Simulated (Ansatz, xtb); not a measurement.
**Two isomers of CH10AlNSi2**

We compare I, `[CH3][AlH][N]([SiH3])[SiH3]`, a singlet, with II, `[SiH3][CH2][AlH][NH][SiH3]`, a singlet. Both are isolated molecules in the gas phase, relaxed with PBE0-D3(BJ)/def2-SVP, each in the lowest conformer that the search found.

Task: Which of the two would you expect CCSD(T)/def2-SVP + ΔMP2/def2-TZVPP electronic energies to favour?

Result: Structure I; the calculation gives E(II) − E(I) = +10.5 kcal/mol.

The same difference at several levels:

```
                             level              geometry  E(II) − E(I) (kcal/mol)  departure from the last row (kcal/mol)  job, with rough time for the two
              PBE0-D3(BJ)/def2-SVP  PBE0-D3(BJ)/def2-SVP                      +8.0                                    −2.5             optimisation, 2.4 min
                       HF/def2-SVP  PBE0-D3(BJ)/def2-SVP                     +10.4                                     0.0           part of the CCSD(T) run
                      MP2/def2-SVP  PBE0-D3(BJ)/def2-SVP                     +10.3                                    −0.2           part of the CCSD(T) run
                  CCSD(T)/def2-SVP  PBE0-D3(BJ)/def2-SVP                     +10.1                                    −0.4                      single point
CCSD(T)/def2-SVP + ΔMP2/def2-TZVPP  PBE0-D3(BJ)/def2-SVP                     +10.5                                                        single point, 34 s
```

As drawn, II has 1 C–Si, 1 N–H in place of 1 N–Si, 1 C–H.

None of the levels shown reverses the order. The largest departure from CCSD(T)/def2-SVP + ΔMP2/def2-TZVPP is that of PBE0-D3(BJ)/def2-SVP, 2.5 kcal/mol. Levels run at GFN2-xTB geometries aren't shown. The last row adds to CCSD(T) the change of the MP2 difference between the two basis sets, here +0.4 kcal/mol.

With thermal terms from frequencies at re-optimised GFN2-xTB minima (ideal gas, soft modes damped towards free rotors, one conformer each, 298.15 K, 1 atm): the zero-point term adds +0.2 kcal/mol; ΔH is +10.5 and ΔG +10.7 kcal/mol.

The correlated steps freeze 17 core orbitals. Programs: Ansatz 0.2.0, xtb 6.7.1; the last row on 4 threads of Arm Neoverse V1 on a shared host.
